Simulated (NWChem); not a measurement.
Molecule: PbSiH4O, singlet; SMILES [OH][Pb][SiH3]

```xyz
7

Pb     0.2193     0.4378     0.0001
O     -1.8752     0.6938    -0.0006
H     -2.3649    -0.1377     0.0082
Si    -0.0202    -2.3311     0.0004
H      1.2645    -3.1010     0.0977
H     -0.7099    -2.7897    -1.2546
H     -0.8907    -2.7833     1.1398
```
Atoms are numbered in this order, from 1.

All runs: NWChem. Low-valent species are run as closed-shell singlets; no triplet was tried in these runs. All runs use the structure optimised with PBE0/def2-SVP. Not confirmed as a minimum by frequencies. def2 effective core potentials on Pb; no spin-orbit coupling. Ions are spin-unrestricted doublets at the neutral geometry; other ion states weren't tried.

For level PBE0/def2-SVP:

```
Item           Result
-------------  ------
−ε(HOMO) (eV)    6.35
```

Q: How do the values read with level PBE/def2-SVP instead?

A: 
* **−ε(HOMO) (eV)**: 5.39
